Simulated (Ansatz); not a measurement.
Reaction (SMILES): [Si]Cl (Si-Cl) → Cl atom + Si atom
B3LYP-D3(BJ)/def2-TZVP geometries, fixed; electronic energies without zero-point terms.

Core correlation in the atomisation energy at MP2 with Ansatz (a first-principles code), in kcal/mol: frozen core against 1s of Al to Cl frozen alone. Open shells are unrestricted.

```json
[
 {"basis": "cc-pV(D+d)Z", "functions, most": "46", "frozen core": "91.15", "1s of Al to Cl frozen alone": "91.84", "core term (second minus first)": "0.68"},
 {"basis": "cc-pCVDZ", "functions, most": "54", "frozen core": "89.52", "1s of Al to Cl frozen alone": "90.04", "core term (second minus first)": "0.52"},
 {"basis": "cc-pV(T+d)Z", "functions, most": "78", "frozen core": "100.38", "1s of Al to Cl frozen alone": "102.19", "core term (second minus first)": "1.81"},
 {"basis": "cc-pCVTZ", "functions, most": "118", "frozen core": "100.28", "1s of Al to Cl frozen alone": "100.67", "core term (second minus first)": "0.39"},
 {"basis": "cc-pwCVTZ", "functions, most": "118", "frozen core": "100.58", "1s of Al to Cl frozen alone": "100.96", "core term (second minus first)": "0.37"},
 {"basis": "cc-pV(Q+d)Z", "functions, most": "128", "frozen core": "103.62", "1s of Al to Cl frozen alone": "104.40", "core term (second minus first)": "0.78"},
 {"basis": "cc-pwCVQZ", "functions, most": "218", "frozen core": "103.79", "1s of Al to Cl frozen alone": "104.21", "core term (second minus first)": "0.42"},
 {"basis": "cc-pCVQZ", "functions, most": "218", "frozen core": "103.70", "1s of Al to Cl frozen alone": "104.11", "core term (second minus first)": "0.41"}
]
```

The largest core-valence set, cc-pCVQZ, gives a core term of 0.41 kcal/mol; the valence set cc-pV(Q+d)Z, which lacks functions for the core, gives 0.78.
